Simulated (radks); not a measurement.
The numbers below are computed, except where a source is named.
Problem. These are the eigenvalues of the occupied orbitals of an atom or ion with whole-number occupations (hartree). Code: a radial shooting solver on a logarithmic mesh with Libxc functionals. Model: Dirac Kohn-Sham, exchange-only PBE, spin-unpolarised, spherical densities, finite nucleus; Fermi nuclear charge, rms radius of each element as measured or else 0.836 A^(1/3) + 0.57 fm.

1s1/2: -464.4631
2s1/2: -101.8425
2p1/2: -98.27865

Which element is it, and in what charge state? The configuration may be excited. Open shells, if any, fill j = l - 1/2 first.

Solution. Z = 32, germanium, charge +26: Ge26+ in [He] 2s2 2p2. The list shows which subshells hold electrons but not how many an open one holds; the 1s level, -464.46 hartree, gives Z - s = 30.5 by -(Z - s)^2/2, which with screening and relativity narrows Z to a few neighbours, and the depths of the outer levels then fix element, charge and occupations together.
